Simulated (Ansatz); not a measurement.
Mulliken charges of `C1=C[SiH2]N1` from r2SCAN/def2-TZVPP in Ansatz (PBE0-D4/def2-TZVP geometry).

| atom | x (Å) | y (Å) | z (Å) | charge (e) |
| --- | --- | --- | --- | --- |
| C1 | -0.515 | 0.890 | -0.359 | 0.200 |
| C2 | 0.773 | 0.906 | 0.050 | -0.448 |
| Si3 | 0.586 | -0.905 | 0.277 | 0.535 |
| N4 | -0.963 | -0.443 | -0.454 | -0.396 |
| H5 | -1.168 | 1.718 | -0.632 | 0.075 |
| H6 | 1.443 | 1.747 | 0.112 | 0.079 |
| H7 | 1.381 | -1.882 | -0.513 | -0.093 |
| H8 | 0.456 | -1.421 | 1.666 | -0.088 |
| H9 | -1.905 | -0.657 | -0.165 | 0.136 |

Question: By hand: the dipole of these point charges (1 e Å = 4.8032 D).

Answer: Σ q r = (-0.156, -0.059, 0.074) e Å, of length 0.182 e Å = 0.87 D.

Question: How does the dipole of the full density compare? (Estimate.)

Answer: Computed: (-0.209, 0.030, 0.101) e Å, 1.12 D; the point charges give 0.78 times that, at 26° from its direction.

Point charges leave out the atoms' own dipoles, such as those of lone pairs, and Mulliken's split depends on the basis, so the two needn't agree.
